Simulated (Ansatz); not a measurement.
`C[SiH](O)S` → `[CH2]` (triplet) + `O[SiH2]S`  (formal loss of a carbene)

Gas-phase electronic energies from Ansatz, PBE0-D4/def2-TZVP geometries. CCSD(T)/CBS is the MP2 limit (def2-TZVPP, def2-QZVPP) plus CCSD(T) − MP2 in def2-TZVPP, frozen cores. This one scheme is used for every species. Functionals use def2-TZVPP. HSE06 is defined as in plane-wave codes. Triplets are unrestricted, without spin–orbit coupling. One conformer a species, not always the lowest.

CCSD(T)/CBS gives +116.6 kcal/mol.

Q: Another level gave +116.3 kcal/mol. Which?
A. r2SCAN0/def2-TZVPP
B. HSE06-D4/def2-TZVPP
C. LC-ωPBE/def2-TZVPP
D. r2SCAN/def2-TZVPP

A: B. HSE06-D4 116.3, LC-ωPBE 114.1, r2SCAN 111.5, r2SCAN0 110.4 kcal/mol.

Largest T1 diagnostic among the species: 0.011.

At CCSD(T), def2-SVP lies −6.8 kcal/mol from the extrapolated value and def2-TZVPP −3.0 kcal/mol. From BLYP to BHLYP (50 % exact exchange), in def2-TZVPP and without D4, ΔE moves by −1.0 kcal/mol.
